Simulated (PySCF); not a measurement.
Species: C6H10BN.
Atom-mapped SMILES: `[BH3-:1][NH2+:2][c:3]1[cH:4][cH:5][cH:6][cH:7][cH:8]1`

Cartesian coordinates in Å at the PBE0-D3(BJ)/def2-SVP level; atoms count from 1:
```xyz
18
C6H10BN angstrom
B     -2.519    0.278   -0.465
N     -1.436   -0.554    0.463
C     -0.058   -0.182    0.277
C      0.478    0.867    1.019
C      1.800    1.251    0.808
C      2.579    0.596   -0.145
C      2.029   -0.446   -0.891
C      0.708   -0.836   -0.684
H     -2.196    0.049   -1.622
H     -3.606   -0.197   -0.153
H     -2.386    1.451   -0.144
H     -1.564   -1.545    0.257
H     -1.710   -0.421    1.437
H     -0.143    1.390    1.750
H      2.221    2.072    1.391
H      3.615    0.900   -0.309
H      2.631   -0.959   -1.643
H      0.268   -1.639   -1.279
```

NICS = −σ at a ghost point: NICS(0) at the centroid of the ring atoms, NICS(1) 1 Å to either side along the normal of their mean plane, zz for the tensor component along that normal. Level: GIAO CAM-B3LYP/pcSseg-1 (PySCF, non-relativistic, gas phase) on the PBE0-D3(BJ)/def2-SVP geometry, one conformer.

Ring bond lengths (Å): C3–C4 1.392, C4–C5 1.393, C5–C6 1.394, C6–C7 1.394, C7–C8 1.393, C8–C3 1.392.

Question: Give the NICS values of each ring in ppm.

Answer: 
```tsv
ring	type	NICS(0)	NICS(1), two faces	NICS(1)zz, two faces	rms pucker (Å)	centre to ring atoms, mean (Å)
C3–C4–C5–C6–C7–C8	6-membered carbocycle; formal bonds all aromatic	-9.7	-11.3 / -11.6	-28.1 / -28.7	0.00	1.39
```

Question: What can be read from them?

Answer: 
- C3–C4–C5–C6–C7–C8: mean NICS(1)zz -28.4 ppm, shielded. The ring is flat and has no four-coordinate atom; by the NICS criterion it is aromatic.

Question: And the bond-length index? HOMA = 1 − mean of α(R − Ropt)² over the ring bonds, with Krygowski's 1993 parameters (CC: Ropt 1.388 Å, α 257.7 Å⁻²).

Answer: 
- C3–C4–C5–C6–C7–C8: HOMA 0.99 = 1 − EN − GEO, with mean bond length 1.393 Å, EN = α(Ropt − mean)² = 0.006 and GEO = α × variance = 0.000. The geometric and the magnetic index point the same way.

Question: What is the mean of the two in-plane components of NICS at the second NICS(1) probe listed for ring C3–C4–C5–C6–C7–C8, 1 Å off the ring?

Answer: The isotropic value is a third of the trace: (3 × -11.6 − (-28.7))/2 = -3.0 ppm.

Question: How shielded are the nuclei of the rings and their hydrogens (means over atoms taken as equivalent)?

Answer: 
```csv
atoms,environment,σ isotropic (ppm),"principal values of the symmetric part, first atom (ppm)"
C3,aromatic carbon bearing nitrogen,31.4,"-72.6, 24.2, 142.5"
C4 (×2),aromatic CH carbon,52.9,"-48.3, 41.0, 165.6"
C5 (×2),aromatic CH carbon,43.7,"-70.3, 27.5, 173.7"
C6,aromatic CH carbon,46.5,"-67.9, 31.8, 175.7"
H14 (×2),aromatic hydrogen,24.17,"20.5, 23.4, 28.5"
H15 (×2),aromatic hydrogen,23.85,"20.4, 24.3, 26.8"
H16,aromatic hydrogen,23.94,"20.7, 24.7, 26.5"
```

Question: How do the values depend on the level or the medium?

Answer: 
| level | NICS(0), C3–C4–C5–C6–C7–C8 | mean NICS(1)zz, C3–C4–C5–C6–C7–C8 |
| --- | --- | --- |
| CAM-B3LYP/pcSseg-1, gas | -9.7 | -28.4 |
| PBE0/pcSseg-1, gas | -9.7 | -28.3 |
| PBE0/pcSseg-1, IEF-PCM cyclohexane | -9.6 | -28.4 |

The geometry is the same throughout; the continuum's cavity takes Bondi-type radii × 1.2.
